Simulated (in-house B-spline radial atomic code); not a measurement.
**BHandHLYP excitations of Rb7+**

Method: BHandHLYP. Computed with an all-electron radial atomic-structure program (B-spline basis): linear response of the closed shell [Ar] 3d10 4s2 with the functional's adiabatic kernel; scalar-relativistic (spin-free one-electron X2C), finite nucleus, no spin-orbit coupling, no double excitations, S, P, D and F terms only; shells from n = 2 respond. Only terms of natural parity with L up to 3 were computed.

Command:
```bash
python run_td.py task.json out
```
Settings (radii: box in bohr, nucleus in fm):
```
Z                        37
electrons                30
configuration            [Ar] 3d10 4s2
hamiltonian              x2c
method                   bhandhlyp
box_radius               12.81
rms_radius               4.2036
intervals                70
```

Cost of the run: 2 s on 1 thread of Arm Neoverse N1, on a shared host.

The lowest states, in the order of their Tamm-Dancoff energies; the method's threshold (minus the highest occupied level) is 128.82 eV. Labels give the largest channel, * marks a mixed state, and oscillator strengths are full-response dipole values. Semilocal kernels can invert the small singlet-triplet splittings of Rydberg terms. Energies in eV:

```csv
state,full response,Tamm-Dancoff,oscillator strength
4s → 4p 3P,16.553,16.850,-
4s → 4p 1P,23.755,24.460,1.52
4s → 4d 3D,?,?,-
4s → 4d 1D,50.87,50.92,-
4s → 5s 3S,63.69,63.69,-
4s → 5s 1S,65.47,65.52,-
4s → 5p 3P,?,?,-
4s → 5p 1P,72.55,72.60,0.112
4s → 4f 3F,73.73,73.75,-
4s → 4f 1F,75.26,75.27,-
4s → 5d 3D,83.77,83.77,-
4s → 5d 1D,84.39,84.40,-
4s → 6s 3S,90.46,90.46,-
4s → 6s 1S,91.01,91.02,-
4s → 6p 3P,94.13,94.14,-
4s → 6p 1P,94.48,94.49,0.0493
```

Problem. Where does 4s → 4d 3D lie?

Solution. At 47.87 eV in full response, 47.91 eV in Tamm-Dancoff.

Problem. Where does 4s → 5p 3P lie?

Solution. At 71.61 eV in full response, 71.62 eV in Tamm-Dancoff.

Problem. How large is the singlet-triplet splitting of 4s → 4p (P terms) in Tamm-Dancoff?

Solution. 7.61 eV, from the unrounded values.

Problem. What polarisabilities and dispersion coefficient does the method give?

Solution. Dipole 2.198 bohr³, quadrupole 2.022 bohr⁵, C6 3.757 hartree·bohr⁶ for two such species.
